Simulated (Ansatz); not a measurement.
Ansatz (an electronic-structure program) input (revPBE/def2-TZVPD):

Ansatz 0.2 input:
```yaml
crystal:
  periodic: [false, false, false]
  atoms:
    - {symbol: Si, position_ang: [-0.68219595, 0.12772594, 0.17746297]}
    - {symbol: Br, position_ang: [0.08464073, -0.41692998, -1.84385773]}
    - {symbol: Br, position_ang: [1.01305986, 0.20498468, 1.58806420]}
    - {symbol: O, position_ang: [-1.45885891, 1.55386974, 0.07543954]}
    - {symbol: O, position_ang: [-1.70480218, -0.99270514, 0.74724670]}
    - {symbol: H, position_ang: [-1.03188467, 2.28223037, -0.38430929]}
    - {symbol: H, position_ang: [-2.52760401, -1.14162478, 0.27111160]}
basis:
  gaussian:
    orbitals: def2-TZVPD
hamiltonian:
  xc: {name: revPBE}
output: {forces: true}
```

End of the output:

```
integrals: 0.29 GiB planned
1585 factors; their error is unknown
mean field: 1.59 GiB planned
mean field evaluation 1: about -152077.8967 eV, gradient 8.6e1 eV
mean field evaluation 2: about -152004.9668 eV, gradient 2.0e2 eV
mean field evaluation 4: about -152089.1777 eV, gradient 1.2e1 eV
mean field evaluation 8: about -152089.4872 eV, gradient 3.4e-1 eV
mean field evaluation 16: about -152089.4711 eV, gradient 1.2e-3 eV
mean field -152089.47106817 eV, -5589.1849718092 hartree, gradient 7.1e-5 eV, S^2 0.000000; 0 other end points of the search recorded, 0 dependent functions left out
the calculation of the forces begins
reference -152089.47115086 eV, -5589.1849748480 hartree; 51, 51 occupied and 204, 204 virtual orbitals, 1585 factors
Total energy: -152089.47115086 eV, -5589.1849748480 hartree
Atom 0 at    -0.682196     0.127726     0.177463 Å, force     0.503533    -0.046668    -0.227144 eV/Å
Atom 1 at     0.084641    -0.416930    -1.843858 Å, force     0.104672    -0.078484    -0.255127 eV/Å
Atom 2 at     1.013060     0.204985     1.588064 Å, force     0.204067    -0.006183     0.194784 eV/Å
Atom 3 at    -1.458859     1.553870     0.075440 Å, force    -0.576503     0.311947     0.197238 eV/Å
Atom 4 at    -1.704802    -0.992705     0.747247 Å, force    -0.090184    -0.431303     0.520419 eV/Å
Atom 5 at    -1.031885     2.282230    -0.384309 Å, force     0.204862     0.306447    -0.205403 eV/Å
Atom 6 at    -2.527604    -1.141625     0.271112 Å, force    -0.350447    -0.055756    -0.224767 eV/Å
Dipole moment:    -0.241044     0.195991    -0.204161 e Å
```
